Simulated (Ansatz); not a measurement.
Stepwise reaction of `[GaH3]` with hydrogen sulfide, as a gas-phase model of exchange steps in deposition or etching. ΔE in kJ/mol; ΔG adds harmonic PBE0-D4 terms to CCSD(T)/CBS, at 1 bar.

Calculated with Ansatz (gas phase, PBE0-D4/def2-TZVP geometries, no zero-point term in ΔE). CCSD(T)/CBS is the MP2 limit (def2-TZVPP, def2-QZVPP) plus CCSD(T) − MP2 in def2-TZVPP, frozen cores. This one scheme is used for every species. DFT in def2-TZVPP. B3LYP here is the variant with VWN-RPA as its local correlation; programs differ in this. For Ga outer-core shells are correlated without core-valence functions, which leaves a few kJ/mol of doubt a bond. Scalar relativity is left out up to krypton. One conformer a species, not always the lowest.

| step | reaction | PBE-D4 | B3LYP-D4 | ωB97M-V | CCSD(T)/CBS | ΔG(400 K) |
| --- | --- | --- | --- | --- | --- | --- |
| 1 | `[GaH3]` + H₂S → `[SH][GaH2]` + H₂ | -92.2 | -86.7 | -83.6 | -90.7 | -85.9 |
| 2 | `[SH][GaH2]` + H₂S → `[SH][GaH][SH]` + H₂ | -77.5 | -74.1 | -71.1 | -76.9 | -65.7 |
| 3 | `[SH][GaH][SH]` + H₂S → `[SH][Ga]([SH])[SH]` + H₂ | -69.4 | -67.3 | -63.5 | -69.2 | -65.0 |

Task: By hand: ΔE of the 3 steps together at CCSD(T)/CBS.

Result: (-90.7) + (-76.9) + (-69.2) = -236.8 kJ/mol, or -78.9 kJ/mol a step.

In ΔE each step is higher than the one before. All are downhill at CCSD(T)/CBS. ΔG lies between -85.9 and -65.0 kJ/mol a step. PBE-D4 differs from CCSD(T)/CBS by -1.5 to -0.2 kJ/mol a step. Isolated molecules leave out the surface, adducts and barriers. Largest T1 diagnostic: 0.013.
